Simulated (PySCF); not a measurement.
## Nonlinear optical response: SMILES CCC1CCCC1, C₇H₁₄

Geometry:
```json
{"atom": "C1", "x (Å)": "2.722", "y (Å)": "-0.509", "z (Å)": "0.201"}
{"atom": "C2", "x (Å)": "1.634", "y (Å)": "0.515", "z (Å)": "-0.083"}
{"atom": "C3", "x (Å)": "0.268", "y (Å)": "0.139", "z (Å)": "0.478"}
{"atom": "C4", "x (Å)": "-0.791", "y (Å)": "1.238", "z (Å)": "0.325"}
{"atom": "C5", "x (Å)": "-2.114", "y (Å)": "0.486", "z (Å)": "0.400"}
{"atom": "C6", "x (Å)": "-1.844", "y (Å)": "-0.755", "z (Å)": "-0.451"}
{"atom": "C7", "x (Å)": "-0.372", "y (Å)": "-1.116", "z (Å)": "-0.169"}
{"atom": "H8", "x (Å)": "2.466", "y (Å)": "-1.496", "z (Å)": "-0.215"}
{"atom": "H9", "x (Å)": "2.871", "y (Å)": "-0.639", "z (Å)": "1.285"}
{"atom": "H10", "x (Å)": "3.687", "y (Å)": "-0.207", "z (Å)": "-0.234"}
{"atom": "H11", "x (Å)": "1.934", "y (Å)": "1.494", "z (Å)": "0.330"}
{"atom": "H12", "x (Å)": "1.538", "y (Å)": "0.666", "z (Å)": "-1.174"}
{"atom": "H13", "x (Å)": "0.391", "y (Å)": "-0.056", "z (Å)": "1.559"}
{"atom": "H14", "x (Å)": "-0.691", "y (Å)": "1.715", "z (Å)": "-0.667"}
{"atom": "H15", "x (Å)": "-0.689", "y (Å)": "2.034", "z (Å)": "1.079"}
{"atom": "H16", "x (Å)": "-2.978", "y (Å)": "1.072", "z (Å)": "0.052"}
{"atom": "H17", "x (Å)": "-2.318", "y (Å)": "0.195", "z (Å)": "1.445"}
{"atom": "H18", "x (Å)": "-1.970", "y (Å)": "-0.496", "z (Å)": "-1.515"}
{"atom": "H19", "x (Å)": "-2.538", "y (Å)": "-1.584", "z (Å)": "-0.244"}
{"atom": "H20", "x (Å)": "0.153", "y (Å)": "-1.397", "z (Å)": "-1.097"}
{"atom": "H21", "x (Å)": "-0.295", "y (Å)": "-1.986", "z (Å)": "0.501"}
```

Level of theory: PySCF 2.14.0, quadratic response CAM-B3LYP/aug-cc-pVDZ first hyperpolarisability, Taylor convention, gas phase. Geometry: PBE0-D3(BJ)/def2-SVP.

Q: What is the first hyperpolarisability, and how does it disperse?

A: In au, Taylor convention; the vector part is βᵢ = ⅓ Σⱼ (βᵢⱼⱼ + βⱼᵢⱼ + βⱼⱼᵢ); β∥ is 3/5 of the vector part along the dipole, the dipole points from − to +:
```csv
process,λ (nm),β vector norm,β∥,β HRS,depolarisation ratio
"static β(0;0,0)",∞,22.4,8.9,11.9,2.87
"second harmonic β(−2ω;ω,ω)",1907,23.2,9.1,12.3,2.89
"Pockels β(−ω;ω,0)",1907,22.6,9.0,–,–
"second harmonic β(−2ω;ω,ω)",1064,25.3,9.6,13.3,2.92
"Pockels β(−ω;ω,0)",1064,23.3,9.2,–,–
```

Q: Which lowest excitations, dipole and polarisabilities go with it?

A: S1 7.82 eV (f = 0.002); S2 7.99 eV (f = 0.006); S3 8.11 eV (f = 0.009); dipole 0.08 D; isotropic α 83.9 au static, 84.1 au at 1907 nm, 84.5 au at 1064 nm, 84.7 au at 953.5 nm, 86.3 au at 532 nm.
